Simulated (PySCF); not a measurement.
**Hf: excitation energy**

Hf [Xe] 4f14 5d2 6s2 (3F) → Hf [Xe] 4f14 5d1 6s2 6p1 (high-spin determinant), as a difference of total energies. All numbers are calculated (PySCF 2.14, scalar relativity through the core potential, in def2-TZVPPD with the def2 core potential (60 electrons)). Correlated levels: valence: 5s2 5p6 frozen. The calculations carry no spin-orbit coupling.

```json
{"method": "UHF", "excitation energy (eV)": "1.682"}
{"method": "MP2 (valence)", "excitation energy (eV)": "1.902"}
{"method": "SCS-MP2 (valence)", "excitation energy (eV)": "1.836"}
{"method": "CCSD (valence)", "excitation energy (eV)": "1.648"}
{"method": "CCSD(T) (valence)", "excitation energy (eV)": "1.610"}
```

How much does correlation contribute at CCSD(T) (valence)?

1.610 − (1.682) = -0.072 eV, measured against UHF.

The coupled-cluster amplitudes are large for the upper state (T1 above 0.03 or a double amplitude above 0.15), so a single reference is strained.

The determinant of the upper state mixes LS terms, which raises its energy above the lowest term, most at the Hartree-Fock and MP2 levels.
